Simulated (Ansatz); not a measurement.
Relaxation of GeH$_{4}$S$_{2}$Se (8 atoms, charge 0, multiplicity 1), to a largest force component of 0.015 eV/Å in at most 40 steps.

Theory: RKS PBE0-D4/def2-SVP in Ansatz.

```xyz
8
Properties=species:S:1:pos:R:3
S -0.735 1.217 -1.368
Ge 0.209 0.453 0.432
S 2.232 -0.214 -0.102
Se -0.948 -1.362 1.252
H -1.967 1.520 -0.688
H 0.288 1.576 1.516
H 1.802 -1.146 -1.019
H -0.788 -2.101 -0.080
```

Problem. Where does it end, and by what steps?

Solution. The run converged. After 10 steps the energy has fallen by 0.256 eV; H5 moved furthest, 0.45 Å.

```csv
step,energy less start (eV),largest force component (eV/Å),accepted
0,0.0000,1.894,yes
1,-0.1845,0.582,yes
2,-0.2302,0.221,yes
3,-0.2398,0.063,yes
4,-0.2478,0.098,yes
5,-0.2507,0.083,yes
6,-0.2506,0.430,no
7,-0.2539,0.041,yes
8,-0.2558,0.029,yes
9,-0.2558,0.044,no
10,-0.2561,0.010,yes
```

```xyz
8
Properties=species:S:1:pos:R:3
S -0.684 1.259 -1.351
Ge 0.270 0.426 0.480
S 2.329 -0.143 -0.120
Se -1.067 -1.312 1.340
H -1.940 1.110 -0.874
H 0.433 1.433 1.630
H 1.916 -0.870 -1.182
H -1.165 -1.960 0.022
```

The run took 52 s on 2 threads of Arm Neoverse V1, on a shared host, peak memory 0.34 GiB.
